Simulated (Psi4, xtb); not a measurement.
Conformational energy of SMILES N[SiH2][SiH2]N (H8N2Si2). Scanned: dihedral H5–N1–Si2–Si3; all other coordinates were relaxed at GFN2-xTB. Heavy atoms are numbered in the order of the SMILES N[SiH2][SiH2]N, hydrogens after them in the order of the atoms that carry them; the mirror image has the same energies with the sign of each dihedral reversed.

Levels: GFN1-xTB // GFN2-xTB (xtb); MP2/cc-pVTZ = DF-MP2 (frozen core)/cc-pVTZ // GFN2-xTB run with Psi4.

Energies relative to the lowest point of each profile, in kJ/mol:

| φ / ° | GFN1-xTB |
|---|---|
| -150 | 8.8 |
| -120 | 5.5 |
| -90 | 15.6 |
| -60 | 9.3 |
| -30 | 4.8 |
| 0 | 0.0 |
| 30 | 4.4 |
| 60 | 9.1 |
| 90 | 15.5 |
| 120 | 10.1 |
| 150 | 6.7 |
| 180 | 7.6 |

Question: What does MP2/cc-pVTZ give at the same points?

Answer: -150: 3.7; -120: 3.3; -90: 4.7; -60: 1.3; -30: 2.4; 0: 3.9; 30: 1.3; 60: 0.0; 90: 4.0; 120: 5.9; 150: 2.0; 180: 1.7 (kJ/mol).
